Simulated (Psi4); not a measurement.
C₂H₈Si₂, charge -1, doublet, at the geometry of the source list (a state made from the parent by changing its charge; the spin is typed, not shown lowest) (a gas-phase anion, which may not be bound at this level). Base run: B3LYP/STO-3G run with Psi4 1.11.

The Psi4 input:
```
memory 2 GB

molecule mol {
-1 2
C     0.255200    0.360500    1.252100
Si    1.347300   -0.249000   -0.203200
C    -0.259600   -0.389800   -1.242300
Si   -1.342500    0.281200    0.192500
H     0.505500    1.346900    1.631900
H     0.250600   -0.304700    2.112200
H     2.304600    0.741400   -0.698700
H     2.037500   -1.520200    0.036800
H    -0.274600    0.210000   -2.147900
H    -0.504300   -1.405000   -1.545600
H    -1.959900    1.582100   -0.071400
H    -2.360000   -0.653400    0.683600
}

set {
  basis sto-3g
  reference uks
}

energy('b3lyp')
print_variables()
```

The base run was repeated with changes; each row names its change, and settings that it needs were set with it.

```tsv
change	ΔE vs base (µEh)	SCF cycles	grid points	basis functions
base	0.0	8	253762	36
dft_radial_scheme = mura	0.2	8	258405	36
dft_radial_points = 99	0.4	8	333380	36
df_basis_scf = cc-pvqz-jkfit	1513	8	253762	36
dft_spherical_points = 434	6.3	8	364871	36
dft_spherical_points = 590	5.3	8	495509	36
scf_type = disk_df	0.0	8	253762	36
dft_spherical_points = 110	397	8	92822	36
ints_tolerance = 1e-8	0.0	8	253762	36
dft_spherical_points = 974	5.2	8	817473	36
dft_radial_points = 35	-328	8	120653	36
scf_type = cd	1690	8	253762	36
guess = gwh	0.0	11	253762	36
```

Open shells are given as the SCF converged; they aren't shown to be the lowest states, and a large step between rows can be another state.

A gas-phase anion may not be bound at this level; its values then depend on the basis.
